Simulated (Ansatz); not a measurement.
Basis sets compared for the cluster Cu₂F⁺. The state is a singlet with charge 1. Geometry PBE-D4/def2-TZVP. Ansatz on 4 threads of Arm Neoverse N1 on a shared host; times are rough, and most runs start from earlier orbitals.

```xyz
3

Cu   -1.441   -1.178    0.153
Cu    1.438    1.182   -0.149
F     0.003   -0.004   -0.005
```

The 6-31G sets use Cartesian d functions. B3LYP takes the VWN-RPA correlation. The structure comes from a short search, and lower isomers may exist.

```tsv
level	functions	energy (Eh)	HOMO (eV)	LUMO (eV)	wall time
HF/STO-3G	41	-3338.5567	-12.54	-2.26	0.45 s
HF/6-31G	67	-3376.5070	-14.70	-3.67	0.5 s
PBE-D4/def2-SVP	76	-3379.4899	-9.88	-8.33	1.1 s
B3LYP-D4/6-31G	67	-3380.0461	-10.37	-7.74	1.2 s
PBE0-D4/def2-SVP	76	-3379.5182	-11.61	-7.06	1.2 s
```

Question: Estimate the rows for PBE-D4/def2-TZVP, B3LYP-D4/def2-TZVP, PBE0-D4/def2-TZVP (with forces).

Answer: 
```json
{"level": "PBE-D4/def2-TZVP", "functions": "121", "energy (Eh)": "-3380.1104", "HOMO (eV)": "-10.70", "LUMO (eV)": "-8.91", "wall time": "1.3 s"}
{"level": "B3LYP-D4/def2-TZVP", "functions": "121", "energy (Eh)": "-3380.8022", "HOMO (eV)": "-12.22", "LUMO (eV)": "-8.13", "wall time": "2.1 s"}
{"level": "PBE0-D4/def2-TZVP (with forces)", "functions": "121", "energy (Eh)": "-3380.1196", "HOMO (eV)": "-12.36", "LUMO (eV)": "-7.55", "wall time": "3.6 s"}
```
